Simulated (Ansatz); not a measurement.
A nudged elastic band was laid between two geometries of FGeH3 (5 atoms, charge 0, multiplicity 1).

These are results of Ansatz 0.2.0, RKS PBE/def2-SVP, not measurements.

* movable images: 7
* climbing image: yes
* spring: 5.0 eV/Å²
* optimiser: fire
* start path: through a guess of the saddle point
* force threshold: 0.03 eV/Å
* iteration limit: 60
* end points: relaxed

Initial state:

```xyz
5
Properties=species:S:1:pos:R:3
Ge 0.260 0.000 0.102
F 0.332 0.000 1.862
H 1.724 0.000 -0.406
H -0.500 1.285 -0.314
H -0.500 -1.285 -0.314
```

Final state:

```xyz
5
Properties=species:S:1:pos:R:3
Ge 0.042 0.000 -0.757
F 1.164 0.000 1.287
H 2.006 0.000 0.864
H -0.948 1.152 -0.232
H -0.948 -1.152 -0.232
```

Q: Which bonds break or form, and what moves?

A: Bonds broken: Ge1–H3. Bonds formed: F2–H3. FGeH3 becomes FH + GeH2.

Q: Give the energies along the band, and the barrier.

A: It converged. The highest image is number 5 of 0 to 8, 2.33 eV above the first end and 0.44 eV above the last; the last end lies 1.89 eV above the first. Another band between the same ends (7 images) ends at a top of the same energy, where a vibrational analysis finds 1 clearly imaginary mode. The orbitals stay closed-shell, which can raise the energy where a bond breaks towards radicals; this wasn't checked here.

| image | path coordinate (Å) | energy (eV) | Ge1–H3 (Å) | F2–H3 (Å) |
| --- | --- | --- | --- | --- |
| 0 | 0.00 | 0.00 | 1.55 | 2.66 |
| 1 | 0.28 | 0.12 | 1.54 | 2.42 |
| 2 | 0.55 | 0.54 | 1.53 | 2.13 |
| 3 | 0.81 | 1.26 | 1.53 | 1.83 |
| 4 | 1.07 | 2.01 | 1.57 | 1.55 |
| 5 | 1.33 | 2.33 | 1.65 | 1.27 |
| 6 | 1.62 | 2.06 | 1.88 | 1.02 |
| 7 | 1.91 | 1.92 | 2.22 | 0.96 |
| 8 | 2.20 | 1.89 | 2.55 | 0.94 |

Q: What is the geometry of the highest image?

A: 
```xyz
5
Properties=species:S:1:pos:R:3:forces:R:3
Ge 0.207 0.000 -0.363 0.00 0.00 -0.01
F 0.998 0.000 1.540 -0.01 0.00 -0.01
H 1.649 0.000 0.445 0.00 0.00 0.00
H -0.769 1.230 -0.345 0.01 0.01 0.01
H -0.769 -1.230 -0.345 0.01 -0.01 0.01
```

The band took 26 iterations and roughly 80 core-seconds.

Time of the run: 83 s on 1 thread of Intel(R) Xeon(R) 6975P-C (Granite Rapids), on a shared host, peak memory 0.12 GiB.
